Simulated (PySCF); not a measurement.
SnHMe2(tBu), C₆H₁₆Sn.
Bonds: Sn1–C3, Sn1–C7, Sn1–C11, C11–C12, C11–C13, C11–C14. Hydrogens: H2 on Sn1; H4, H5, H6 on C3; H8, H9, H10 on C7; H15, H16, H17 on C12; H18, H19, H20 on C13; H21, H22, H23 on C14.

Method: PBE0-D3(BJ)/def2-SVP geometry optimisation, gas phase, def2 core potentials past Kr in PySCF 2.14.0; density fitting, grid level 1; the optimiser is geomeTRIC in internal coordinates, started from a GFN2-xTB structure with every atom displaced at random (about 0.03 Å).

Geometry at step 1:
```
atom  x, y, z in Å
Sn1     0.5460    0.8740    0.6681
H2      0.5379    0.9218    2.4072
C3      2.5708    0.9752   -0.0626
H4      2.6797    1.0141   -1.1582
H5      3.1618    0.1092    0.2809
H6      3.0699    1.8715    0.3374
C7     -0.4471    2.6373    0.0357
H8     -1.4812    2.6551    0.4176
H9     -0.4726    2.6962   -1.0626
H10     0.0840    3.5104    0.4450
C11    -0.5403   -0.8884   -0.0001
C12    -0.7184   -0.7747   -1.5173
C13    -1.9031   -0.9435    0.6894
C14     0.2879   -2.1155    0.3598
H15    -1.2276   -1.6752   -1.9091
H16    -1.3415    0.0897   -1.7981
H17     0.2379   -0.6756   -2.0560
H18    -2.5093   -0.0549    0.4687
H19    -1.7904   -1.0271    1.7840
H20    -2.4382   -1.8549    0.3690
H21     0.4754   -2.2158    1.4396
H22     1.2685   -2.0984   -0.1474
H23    -0.1929   -3.0410   -0.0126
```

Task: What forces act on the atoms?

Result: 
```
atom  Fx (eV/Å)  Fy (eV/Å)  Fz (eV/Å)
 Sn1      0.170     -0.018      0.348
  H2      0.103     -0.094     -0.124
  C3      0.493     -0.200      0.026
  H4     -0.301     -0.006      0.017
  H5     -0.106      0.018      0.026
  H6     -0.112      0.040      0.058
  C7     -0.347      0.355     -0.073
  H8      0.073      0.019     -0.065
  H9      0.012      0.090      0.035
 H10     -0.040      0.019     -0.119
 C11     -0.002      0.009     -0.116
 C12     -0.060     -0.088      0.099
 C13      0.430     -0.166      0.176
 C14      0.242     -0.142     -0.486
 H15      0.015     -0.021     -0.034
 H16     -0.005      0.020      0.049
 H17      0.040     -0.055      0.039
 H18     -0.170     -0.010     -0.035
 H19     -0.038      0.099     -0.029
 H20     -0.184      0.073     -0.110
 H21     -0.107     -0.025      0.031
 H22      0.040      0.086      0.094
 H23     -0.148     -0.004      0.194
```

The largest, 0.56 eV/Å, acts on C14; the rms over all components is 0.155 eV/Å. The forces sum to zero within rounding, as they must for an isolated molecule in no field.

Task: Give the force on C14 in Eh/bohr and in nN.

Result: 0.562 eV/Å ÷ 51.422 = 0.01092 Eh/bohr, and 0.562 eV/Å × 1.602 = 0.90 nN.

Task: How far is this geometry from the end of the optimisation?

Result: 0.067 eV above it, and 0.068 Å rms away after alignment. The bonds farthest from their final lengths, with half the difference of the two atoms' forces along the bond (positive lengthens):

```json
{"bond": "Sn1–C7", "now (Å)": "2.120", "final (Å)": "2.157", "force along bond (eV/Å)": "+0.34"}
{"bond": "Sn1–C11", "now (Å)": "2.175", "final (Å)": "2.191", "force along bond (eV/Å)": "+0.10"}
{"bond": "Sn1–H2", "now (Å)": "1.740", "final (Å)": "1.728", "force along bond (eV/Å)": "-0.24"}
{"bond": "C11–C12", "now (Å)": "1.532", "final (Å)": "1.526", "force along bond (eV/Å)": "-0.11"}
{"bond": "C13–H18", "now (Å)": "1.098", "final (Å)": "1.102", "force along bond (eV/Å)": "+0.25"}
{"bond": "C3–H5", "now (Å)": "1.103", "final (Å)": "1.099", "force along bond (eV/Å)": "-0.25"}
```

The angle farthest from its final value is Sn1–C3–H4, 115.6° against 109.9°.

Of the 3 listed bonds off by 0.010 Å or more, this force points towards the final length in 3.

What follows is the cost of the whole optimisation. On Intel Xeon at 2.50 GHz, one thread, no GPU, on a shared host, this took 6.3 min wall and 0.86 GiB of memory at its peak.
